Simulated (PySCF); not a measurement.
# Correlation energy of In (indium, neutral)

[Kr] 4d10 5s1 5p2, high-spin 4P determinant (an excited configuration). Computed with PySCF 2.14 in def2-QZVPPD with the def2 core potential (28 electrons), with a scalar-relativistic core potential. Frozen: 4s2 4p6 4d10; 3 electrons correlated.

```json
{"level": "CCSD", "correlation energy (mhartree)": "-11.03"}
{"level": "(T)", "correlation energy (mhartree)": "-0.10"}
{"level": "CCSD(T)", "correlation energy (mhartree)": "-11.13"}
```

Diagnostics: T1 = 0.0040, D1 = 0.0075, largest double amplitude 0.044.

Q: Is a single reference adequate?

A: Yes, within this model without spin-orbit coupling: T1 lies below 0.03 and no double amplitude reaches 0.07.
